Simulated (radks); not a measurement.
Results of a calculation; reference values are marked as such.
Isoelectronic series with 35 electrons, all held in the configuration [Ar] 3d10 4s2 4p5, which need not be the ground one along the series. Code: a radial shooting solver on a logarithmic mesh with Libxc functionals. Model: Dirac Kohn-Sham, BLYP, spin-unpolarised, spherical densities, finite nucleus; open shells are shared between the two j in proportion to 2j + 1; Fermi nuclear charge, rms radius of each element as measured or else 0.836 A^(1/3) + 0.57 fm. Total energies (hartree) and orbital eigenvalues (hartree):

ion,E (hartree),4p3/2,4p1/2,4s1/2
Br,-2607.00830,-0.27733,-0.29577,-0.73585
Kr+,-2790.38491,-0.70356,-0.73019,-1.24353
Rb2+,-2980.72910,-1.22145,-1.25780,-1.84490
Sr3+,-3178.04322,-1.82129,-1.86901,-2.52991
Zr5+,-3593.63466,-3.24787,-3.32389,-4.13236
Nb6+,-3811.95085,-4.06923,-4.16248,-5.04478
Mo7+,-4037.31256,-4.96038,-5.07314,-6.02940
Tc8+,-4269.75039,-5.92020,-6.05495,-7.08531
Ru9+,-4509.29054,-6.94787,-7.10725,-8.21193
Rh10+,-4755.96884,-8.04275,-8.22959,-9.40884
Ag12+,-5270.87282,-10.43225,-10.68342,-12.01268
Cd13+,-5539.17090,-11.72619,-12.01466,-13.41943

Estimate the row of Pd11+.

Answer. E (hartree) -5009.81697; 4p3/2 -9.20433; 4p1/2 -9.42171; 4s1/2 -10.67580.
